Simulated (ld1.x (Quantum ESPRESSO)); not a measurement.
# Configuration tests for carbon (TM)

```
Element                 : carbon
Generator               : ld1.x (Quantum ESPRESSO) 7.5
Type                    : norm-conserving Troullier–Martins (Kleinman–Bylander form)
Functional              : LDA (PZ)
Relativity              : non-relativistic
Frozen core             : [He]
Valence charge          : 4
Reference configuration : 2s1.75 2p2.25
Partial waves           : 2s (bound): rc 1.40 bohr; 2p (bound): rc 2.55 bohr; 3d channel at 0.4 Ry: rc 2.75 bohr
Local potential         : the d channel
Core correction         : none
```

Energies are relative to the spin-unpolarised reference configuration 2s1.75 2p2.25; without spin polarisation the order of configurations can differ from experiment. Spin-polarised rows fill each open shell by Hund’s rule, majority spin first.

```tsv
valence configuration	charge	ΔE all-electron (eV)	error AE − PS (meV)
2s2 2p2	0	-2.053	-0.4
2s2 2p1	+1	8.938	+110
2s2 2p0	+2	33.201	+780
2s1 2p2	+1	17.415	-35
2s1 2p0	+3	81.149	+1549
2s1 2p3	0	6.173	-2.5
2s0 2p4	0	14.434	-9.5
2s1.75 2p2.25 (spin-polarised)	0	-1.825	+109
```

Task: What are ΔE and the potential's error for 2s2 2p2 (spin-polarised)?

Result: ΔE = -3.182 eV all-electron; the error (AE − PS) is +56 meV.

Levels in the configuration 2s1.75 2p2.25 (spin-polarised):

```tsv
level	all-electron (eV)	pseudo (eV)
2s up	-14.668	-14.740
2p up	-6.377	-6.433
2s down	-11.425	-11.235
```
